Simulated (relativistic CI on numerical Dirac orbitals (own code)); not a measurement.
## Pr⁴³⁺: sensitivity of the levels to the model

Base calculation: Dirac-Coulomb-Breit CI, KLI orbitals optimised for each configuration, a model potential for QED, unscaled Slater integrals.

Configurations in the expansion (outside the closed core [Ne]): 3s²3p⁴, 3s3p⁵, 3s²3p³3d, 3p⁶, 3s3p⁴3d, 3p⁵3d, 3s3p³3d², 3s²3p²3d4p, 3p⁵4s, 3s3p³3d4s, 3p⁵4p, 3s²3p³4s, 3s²3p³4p, 3p⁴3d4p, 3s²3p³4d, 3s3p⁴4s, 3s²3p³4f, 3s3p⁴4p, 3s3p⁴4d, 3s3p⁴4f, 3s²3p³5s, 3s²3p³5p, 3s²3p²4s4p, 3s²3p³5d, 3s²3p³5f, 3s²3p³5g, 3s3p³4s², 3s3p⁴5s, 3s²3p²3d², 3s²3p3d³, 3s3p²3d³, 3s²3p3d²4s, 3s²3p3d²4p, 3s²3p3d²4d, 3p⁴3d², 3p³3d³, 3p³3d²4s, 3p³3d²4p, 3p³3d²4d, 3s²3p²3d4s, 3s3p²3d²4s, 3s²3p3d4s², 3s²3p3d4s4p, 3s²3p3d4s4d, 3p⁴3d4s, 3p³3d4s², 3p³3d4s4p, 3p³3d4s4d, 3s²3p²4s², 3s3p²3d4s², 3s²3p4s²4p, 3s²3p4s²4d, 3s²3p²4p², 3s²3p3d4p², 3s3p²3d4p², 3s²3p4s4p², 3s²3p4p³, 3s²3p4p²4d, 3s3p³4s4p, 3s3p²3d4s4p, 3s3p²4s²4p, 3s3p²4s4p², 3s3p²4s4p4d. Double excitations out of closed p, d and f shells are left out; levels of such configurations are missing from the list, as are those of other unlisted configurations, and high levels can miss mixing partners. These lack a partner that the ground configuration has and come out too high: 3s²3p³4f, 3s3p⁴4p, 3s3p⁴4d, 3s3p⁴4f, 3s²3p³5s.

The lowest level and the first level of each name with at least 55 % of one term (blank where a level has no safe partner in the second run):

```json
{"Level": "3s²3p⁴ ³P2", "Base (eV)": "0.000", "Shift (eV)": "0.000"}
{"Level": "3s²3p⁴ ¹S0", "Base (eV)": "14.726", "Shift (eV)": ""}
{"Level": "3s²3p⁴ ³P1", "Base (eV)": "116.237", "Shift (eV)": "-116.237"}
{"Level": "3s²3p⁴ ¹D2", "Base (eV)": "123.948", "Shift (eV)": "-112.635"}
{"Level": "3s²3p³3d ³P°0", "Base (eV)": "181.056", "Shift (eV)": ""}
{"Level": "3s²3p⁴ ³P0", "Base (eV)": "245.892", "Shift (eV)": ""}
{"Level": "3s3p⁵ ³P°2", "Base (eV)": "249.462", "Shift (eV)": "-138.029"}
{"Level": "3s²3p³3d ³G°5", "Base (eV)": "325.085", "Shift (eV)": "-148.251"}
{"Level": "3s3p⁵ ³P°0", "Base (eV)": "370.499", "Shift (eV)": "-259.067"}
{"Level": "3s3p⁴3d ⁵F5", "Base (eV)": "438.152", "Shift (eV)": "-168.610"}
```

At this charge energies of transitions that change n are usually good to better than 1 %, and those within a shell (Δn = 0) to a few per cent.

(1) One thing was changed in a second run, which moved the levels as shown. Which?
A. non-relativistic limit
B. Breit term removed
C. QED terms removed
D. only the first 3 configurations
E. P86 correlation estimate
F. configuration mixing switched off

Answers

(1) A. Non-relativistic limit. Without relativity the fine structure collapses and s electrons lose their extra binding.

LS names give the leading component of a level, which can be under half, so a name can repeat, a term be missing and a line seem to break the LS rules.
